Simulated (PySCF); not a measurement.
Stepwise substitution at one centre (Si Br-OCH3). All species are isolated molecules in the gas phase. One relaxed conformer stands for each flexible species; it need not be the lowest. Strings in code marks are SMILES.

These are B3LYP-D3(BJ)/def2-TZVP // B3LYP-D3(BJ)/def2-SVP (PySCF) values and carry that method's errors. B3LYP has the VWN-RPA correlation part, as in Gaussian. Delta-SCF ions had no search for a lower state. Excitations are Tamm–Dancoff values on a coarser integration grid. The basis has no diffuse functions, so Rydberg states are missing or too high.

```
species                                                                                           HOMO (eV)  vertical ionisation energy (Delta-SCF) (eV)  LUMO (eV)  S1 excitation (TDA) (eV)  S1 oscillator strength
------------------------------------------------------------------------------------------------  ---------  -------------------------------------------  ---------  ------------------------  ----------------------
1 of 4 Br replaced by OCH3 (`CO[Si](Br)(Br)Br` (C–O–Si–Br torsion 60°))                                 [?]                                          [?]      -1.44                      5.74                   0.000
2 of 4 Br replaced by OCH3 (`CO[Si](Br)(Br)OC` (C–O–Si–Br torsion -59°, Br–Si–O–C torsion -57°))      -8.07                                        10.10      -0.52                      6.49                   0.015
3 of 4 Br replaced by OCH3                                                                            -8.02                                          [?]          –                      7.42                   0.028
4 of 4 Br replaced by OCH3                                                                            -7.81                                          [?]          –                      7.58                   0.001
```

### Question
Complete the blanks.

### Answer

- 1 of 4 Br replaced by OCH3 (`CO[Si](Br)(Br)Br` (C–O–Si–Br torsion 60°)), HOMO (eV): -8.20
- 1 of 4 Br replaced by OCH3 (`CO[Si](Br)(Br)Br` (C–O–Si–Br torsion 60°)), vertical ionisation energy (Delta-SCF) (eV): 10.20
- 3 of 4 Br replaced by OCH3, vertical ionisation energy (Delta-SCF) (eV): 10.02
- 4 of 4 Br replaced by OCH3, vertical ionisation energy (Delta-SCF) (eV): 9.69
